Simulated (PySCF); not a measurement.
Si(F)2(Br)(NH2) (BrF2H2NSi), SMILES N[Si](F)(F)Br.

The structure is a stationary point at PBE0-D3(BJ)/def2-SVP. The structure was generated by enumeration, and PubChem lists no compound with its InChIKey, so it may never have been made. Other conformers were not sampled.

The numbers are results of TDA-B3LYP/def2-SVPD in PySCF, not measurements.

Vertical excitations. Gas-phase values at a fixed geometry. State labels are in the subgroup Cs.

```csv
state,symmetry,energy (eV),λ (nm),f,main pairs
S1,A',6.64,187,0.066,HOMO→LUMO 98 %
S2,A",7.16,173,0.039,HOMO−1→LUMO 96 %
S3,A',7.44,167,0.058,"HOMO−2→LUMO 58 %, HOMO→LUMO+1 40 %"
S4,A',7.70,161,0.028,"HOMO→LUMO+1 56 %, HOMO−2→LUMO 40 %"
S5,A",7.77,160,0.000,HOMO→LUMO+2 95 %
S6,A",8.21,151,0.001,HOMO−1→LUMO+1 93 %
S7,A',8.44,147,0.015,"HOMO→LUMO+3 52 %, HOMO−2→LUMO+1 34 %, HOMO→LUMO+5 8 %"
S8,A",8.47,146,0.000,HOMO→LUMO+4 83 %
S9,A',8.51,146,0.000,"HOMO−1→LUMO+2 53 %, HOMO−2→LUMO+1 22 %, HOMO→LUMO+3 16 %"
S10,A',8.63,144,0.012,"HOMO→LUMO+5 67 %, HOMO−2→LUMO+1 13 %, HOMO−1→LUMO+2 11 %"
T1,A',6.20,200,0,HOMO→LUMO 94 %
T2,A",6.78,183,0,HOMO−1→LUMO 86 %
T3,A',6.98,178,0,"HOMO−2→LUMO 58 %, HOMO→LUMO+1 36 %"
T4,A',7.48,166,0,"HOMO→LUMO+1 54 %, HOMO−2→LUMO 31 %"
```
Triplets are in the Tamm–Dancoff approximation.
